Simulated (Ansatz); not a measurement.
Cost and result for the atomization energy of CH5NOSSi (`NC(=S)[SiH2]O`) (10 atoms, 9 bonds).

```tsv
atom	x (Å)	y (Å)	z (Å)
N1	0.7692	0.1740	1.4903
C2	0.5316	0.8034	0.3432
S3	1.0483	2.3125	-0.0546
Si4	-0.4778	-0.0481	-0.9879
O5	-0.8572	-1.5214	-0.3297
H6	1.3116	0.6244	2.2128
H7	0.4093	-0.7549	1.6440
H8	-1.6937	0.7497	-1.2740
H9	0.3423	-0.1940	-2.2139
H10	-1.3835	-2.1455	-0.8302
```

Total charge 0; spin multiplicity 1. All single points use the PBE0-D4/def2-TZVP geometry. It is one conformer, not always the lowest. Program: Ansatz. All runs use 4 threads of an INTEL XEON PLATINUM 8581C on a shared host. Times are those of one run each, without the atoms' runs, and a repeat can differ threefold. Electronic energies, without spin–orbit coupling; frozen cores. CCSD(T)/CBS adds CCSD(T) − MP2 in def2-TZVPP to the MP2 limit, and its time is that of the two runs behind it. T1 = 0.017. B3LYP takes the VWN-RPA correlation (the form of Gaussian; ORCA's B3LYP/G).

CCSD(T)/CBS is a level of theory with its own doubt, some kJ/mol a heavy atom from the limit and from the frozen cores, so smaller differences don't rank the functionals.

```csv
level,functions,wall time,atomization (kcal/mol),difference from CCSD(T)/CBS,per bond
PBE-D4/def2-TZVPP (with forces),247,1.4 s,890.0,22.3,2.5
PBE0-D4/def2-TZVPP,247,1.8 s,866.4,-1.3,-0.1
r2SCAN-D4/def2-TZVPP (with forces),247,2.3 s,869.5,1.8,0.2
B3LYP-D4/def2-TZVPP (with forces),247,2.7 s,868.3,0.6,0.1
B2PLYP/def2-TZVPP,247,3.3 s,857.1,-10.6,-1.2
ωB97X-V/def2-TZVPP,247,3.9 s,871.1,3.4,0.4
ωB97M-V/def2-TZVPP (with forces),247,5.5 s,872.0,4.3,0.5
MP2/def2-QZVPP,461,13 s,874.6,6.9,0.8
CCSD(T)/def2-TZVPP,247,55 s,837.8,-29.9,-3.3
CCSD(T)/CBS(def2),–,68 s,867.7,0.0,0.0
```

In def2-TZVPP, CCSD(T) changes the Hartree–Fock value by +248.3 kcal/mol (the triples alone add +17.5 kcal/mol) and MP2 by +267.4 kcal/mol; breaking electron pairs costs correlation energy, which Hartree–Fock lacks. From PBE to PBE0 (25 % exact exchange), in def2-TZVPP and without D4, the atomization energy moves by −22.7 kcal/mol: exact exchange takes away binding that semilocal exchange gives to molecules. The D4 term adds +9.3 kcal/mol with B3LYP and +4.8 kcal/mol with PBE0; it sums over pairs of atoms, weighted by their polarisabilities, and B3LYP, whose exchange is more repulsive, gets the larger term.
